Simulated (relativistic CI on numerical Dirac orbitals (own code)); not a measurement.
## Ir54+: q coefficients and field-shift factors

Computed by Dirac-Coulomb-Breit CI, orbitals from a KLI potential per configuration, derivatives by finite differences, unscaled Slater integrals, QED left out (own radial code, finite nucleus).

Configuration list (outside the closed core [Ne]): 3s2.3p6.3d5, 3s2.3p5.3d6, 3s2.3p4.3d7, 3s.3p6.3d6, 3p6.3d7, 3s.3p5.3d7, 3s2.3p6.3d4.4s, 3s2.3p6.3d3.4s2. Levels of other configurations are missing.

With x = (α/α₀)² − 1 an excitation energy changes as ω = ω₀ + qx; K = 2q/ω₀ is the relative enhancement. Terms are leading LS components, so labels can repeat. The field-shift factor is F = δν/δ⟨r²⟩ for the transition from the lowest level.

Lowest level 3s2.3p6.3d5 2D_5/2.

```csv
Level,ω₀ (cm⁻¹),q (cm⁻¹),F (GHz/fm²)
3s2.3p6.3d5 6S_5/2,583269,703000,20.6
3s2.3p6.3d5 4G_7/2,683559,687400,20.6
3s2.3p6.3d5 2H_11/2,695074,673200,21.2
3s2.3p6.3d5 4D_3/2,699233,699800,20.2
3s2.3p6.3d5 2G_9/2,744581,689800,21.2
3s2.3p6.3d5 2D_5/2,776999,703200,21.1
3s2.3p6.3d5 4P_1/2,810619,734500,21.2
3s2.3p6.3d5 2F_7/2,815758,694800,20.7
3s2.3p6.3d5 2D_3/2,964491,745100,23.4
3s2.3p6.3d5 6S_5/2,1255292,1.389e+06,40.2
3s2.3p6.3d5 4D_7/2,1333046,1.393e+06,40.6
3s2.3p6.3d5 4G_11/2,1336797,1.377e+06,41.5
3s2.3p6.3d5 4G_9/2,1353748,1.381e+06,40.8
```

At this charge energies of transitions that change n are usually good to better than 1 %, and those within a shell (Δn = 0) to a few per cent.

Q: Which transition from the lowest level has the largest |K|?

A: 3s2.3p6.3d5 6S_5/2 at 583269 cm⁻¹, K = 2.41.
